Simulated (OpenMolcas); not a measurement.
## Sn3+: CASPT2 settings compared

```yaml
Program: OpenMolcas
Basis: ANO-RCC-VDZ [6s5p2d]
Scalar_Hamiltonian: DKH3, point nucleus
Active_space: 1 electron in 4 orbitals (5s 5p)
State_averaging: 2S+1 = 2 even, 1 root; 2S+1 = 2 odd, 3 roots
Spin-orbit_coupling: RASSI with atomic mean-field integrals over the reference wave functions, term energies averaged over their components
```

Methods on the same reference wave functions:
A. CASSCF
B. SS-CASPT2, IPEA 0.5 Eh, sigma2 regulariser 0.15 Eh (closed shells correlated: 4d)
C. SS-CASPT2, IPEA 0.2 Eh, sigma1 regulariser 0.05 Eh (closed shells correlated: 4s 4p 4d)

Energies in cm-1 above 5s 2S 1/2, the measured ground level; measured values from Moore, Atomic Energy Levels, vol. III, NSRDS-NBS 35 (1971 reprint of NBS Circular 467, 1958).

```json
{"Level": "5s 2S 1/2", "A": "0.0", "B": "0.0", "C": "0.0", "Measured": "0.0"}
{"Level": "5p 2P* 1/2", "A": "68069", "B": "68295", "C": "68400", "Measured": "69564"}
{"Level": "5p 2P* 3/2", "A": "74357", "B": "74583", "C": "74688", "Measured": "76072"}
```

Deviations, from unrounded energies. A percentage is the sum of absolute deviations over the sum of measured energies, with the sign that they share, or ± where signs differ.

```json
{"Against measurement": "mean absolute deviation (cm-1)", "Levels": "2", "A": "1600", "B": "1400", "C": "1300"}
{"Against measurement": "other configurations (%)", "Levels": "2", "A": "-2.2", "B": "-1.9", "C": "-1.7"}
```

C lies closest to measurement on these levels and A furthest from it. The largest miss of C in the table is 5p 2P* 3/2, by -1400 cm-1. The ranking rests on the paired levels alone, and a cruder setting can come out closer through cancelling errors.

Between B and C the level of the table that moves most is 5p 2P* 1/2, by 110 cm-1 (lowest in B, highest in C).

The lowest spin-free term lies below A's lowest term by 0.005 hartree in B, 0.010 hartree in C.

The basis is small and was not contracted for so high a charge. With one active electron the reference holds no correlation, so core polarisation is missing (holds for A). With one active electron, CASPT2 adds the correlation within the correlated inactive shells and between them and that electron, and leaves the splitting within a term as the reference gives it (holds for B; C). Measured partners are found by configuration, term and J. A level has none where our copy of the source lacks it or the pairing is in doubt (some pairs that miss far off the trend of their configuration count as doubtful), and it then counts in no deviation. Levels of configurations outside the active space are missing.

* marks odd parity.
